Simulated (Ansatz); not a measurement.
Ga₂P₂H₄F₄⁺, that is (F2Ga-mu-PH2)2 with one electron fewer. The state is a doublet with charge 1. Geometry PBE-D4/def2-SVP, that of the neutral singlet; atoms count from 1.

```xyz
12

Ga    0.529    1.665    0.143
F     1.178    2.286    1.673
F     0.430    2.775   -1.236
P    -1.553    0.452    0.477
Ga   -0.529   -1.665   -0.144
F    -0.429   -2.777    1.235
F    -1.180   -2.284   -1.673
P     1.554   -0.452   -0.477
H    -2.650    0.869   -0.331
H    -2.099    0.512    1.792
H     2.100   -0.512   -1.791
H     2.649   -0.869    0.333
```

Problem. Estimate the Mulliken populations from the PBE0/def2-TZVP orbitals of Ansatz.

Solution. 
| atom | charge (e) | spin (α − β) |
| --- | --- | --- |
| Ga1 | 0.79 | 0.00 |
| F2 | -0.31 | 0.04 |
| F3 | -0.31 | 0.04 |
| P4 | -0.10 | 0.45 |
| Ga5 | 0.79 | 0.00 |
| F6 | -0.31 | 0.04 |
| F7 | -0.31 | 0.04 |
| P8 | -0.10 | 0.45 |
| H9 | 0.21 | -0.01 |
| H10 | 0.21 | -0.01 |
| H11 | 0.21 | -0.01 |
| H12 | 0.21 | -0.01 |
Mulliken values depend strongly on the basis.

Problem. Where does the spin sit?

Solution. Summed by element: Ga -0.01, F 0.16, P 0.90, H -0.05, of 1 unpaired in all. Largest on single atoms: P4 0.45, P8 0.45, F7 0.04.

Problem. And the Mayer bond orders between heavy atoms (over 0.3)?

Solution. Ga1–F2 1.04 (1.77 Å); Ga1–F3 1.04 (1.77 Å); Ga1–P4 0.58 (2.43 Å); Ga1–P8 0.58 (2.43 Å); P4–Ga5 0.58 (2.43 Å); Ga5–F6 1.04 (1.77 Å); Ga5–F7 1.04 (1.77 Å); Ga5–P8 0.58 (2.43 Å).
